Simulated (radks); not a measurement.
Values are calculated unless marked as measured or tabulated.
Species: In26+. Configuration: [Ar] 3d5.

Code: a radial shooting solver on a logarithmic mesh with Libxc functionals. Model: Dirac Kohn-Sham, relativistic LDA (MacDonald-Vosko exchange, VWN5 correlation), spin-unpolarised, spherical densities, finite nucleus; open shells fill j = l - 1/2 first; Fermi nuclear charge, rms radius 4.6156 fm.

Energy parts (eV):
| part | energy |
|---|---|
| total | -148609.804 |
| kinetic | 156265.425 |
| electron-nucleus | -335360.552 |
| Hartree | 33496.005 |
| exchange-correlation | -3010.682 |

Orbitals (lengths in bohr, moments of r in powers of bohr; <r^-3> diverges for s and p1/2):
orbital,occ.,eigenvalue (eV),<r^-3>,<1/r>,<r^2>,<r>
1s1/2,2,-28641.80,-,51.66,0.001203,0.02982
2s1/2,2,-5179.814,-,12.02,0.01933,0.1279
2p1/2,2,-4913.271,-,12.00,0.01435,0.1082
2p3/2,4,-4702.669,4027,11.21,0.01563,0.1133
3s1/2,2,-1701.883,-,4.499,0.1246,0.3306
3p1/2,2,-1597.808,-,4.430,0.1171,0.3181
3p3/2,4,-1553.614,862.5,4.237,0.1236,0.3272
3d3/2,4,-1379.457,140.4,4.112,0.09911,0.2913
3d5/2,1,-1369.707,131.7,4.062,0.1009,0.2941

The highest occupied level is 3d5/2 at -1369.7 eV. Summed over all electrons, <r^2> = 1.608 bohr^2, which gives a Langevin (diamagnetic) susceptibility term of -1.27 x 10^-6 cm^3/mol.
